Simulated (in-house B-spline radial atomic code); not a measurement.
Results of a calculation; reference values are marked as such.
## Weak and strong correlation along the adiabatic connection

Two-electron singlets in several external potentials (atomic units), by full CI in B-splines with partial waves to l = 8 (correlation energies up to 0.6 % small). The repulsion is scaled by λ at fixed density; W(λ) is the mean repulsion less the Hartree energy, W(0) = E_x, and the area under W from 0 to 1 is E_xc.

Relative drop (W(λ) − E_x)/E_x:

```json
{"system": "−Z/r, Z = 0.557, wall at 3.26 bohr", "λ = 0.12": "0.0200", "λ = 0.25": "0.0396", "λ = 0.4": "0.0597", "λ = 0.6": "0.0831", "λ = 0.8": "0.1033", "λ = 1": "0.1208"}
{"system": "ω²r²/2, ω = 0.263", "λ = 0.12": "0.0313", "λ = 0.25": "0.0602", "λ = 0.4": "0.0882", "λ = 0.6": "0.1188", "λ = 0.8": "0.1435", "λ = 1": "0.1638"}
{"system": "−Z/r, Z = 1.53, wall at 6.29 bohr", "λ = 0.12": "0.0156", "λ = 0.25": "0.0313", "λ = 0.4": "0.0479", "λ = 0.6": "0.0679", "λ = 0.8": "0.0858", "λ = 1": "0.1019"}
{"system": "−V exp(−r²/w²), V = 0.958, w = 10.3", "λ = 0.12": "0.0465", "λ = 0.25": "0.0860", "λ = 0.4": "0.1215", "λ = 0.6": "0.1571", "λ = 0.8": "0.1838", "λ = 1": "0.2045"}
{"system": "−Z/r, Z = 4.44, wall at 0.401 bohr", "λ = 0.12": "0.0023", "λ = 0.25": "0.0048", "λ = 0.4": "0.0076", "λ = 0.6": "0.0114", "λ = 0.8": "0.0150", "λ = 1": "0.0186"}
{"system": "−Z exp(−kr)/r, Z = 1.94, k = 0.0497", "λ = 0.12": "0.0115", "λ = 0.25": "0.0232", "λ = 0.4": "0.0359", "λ = 0.6": "0.0516", "λ = 0.8": "0.0660", "λ = 1": "0.0794"}
{"system": "−Z exp(−kr)/r, Z = 4.13, k = 1.75", "λ = 0.12": "0.0059", "λ = 0.25": "0.0122", "λ = 0.4": "0.0192", "λ = 0.6": "0.0281", "λ = 0.8": "0.0367", "λ = 1": "0.0449"}
```

Order the systems by how far second-order (GL2) theory, half the initial slope (estimated from the first points of each curve), overshoots the correlation energy, least first.
A. −Z/r, Z = 4.44, wall at 0.401 bohr
B. −V exp(−r²/w²), V = 0.958, w = 10.3
C. −Z/r, Z = 0.557, wall at 3.26 bohr
D. −Z/r, Z = 1.53, wall at 6.29 bohr
E. −Z exp(−kr)/r, Z = 4.13, k = 1.75
F. ω²r²/2, ω = 0.263
G. −Z exp(−kr)/r, Z = 1.94, k = 0.0497

A (GL2/E_c = 1.03), E (GL2/E_c = 1.08), G (GL2/E_c = 1.16), D (GL2/E_c = 1.21), C (GL2/E_c = 1.29), F (GL2/E_c = 1.45), B (GL2/E_c = 1.70).

What else changes along this order?

The ratio follows the bend of the curve. With it the leading natural occupation goes from 1.999 to 1.846 and −T_c/E_c from 0.97 to 0.59 between the first and the last.
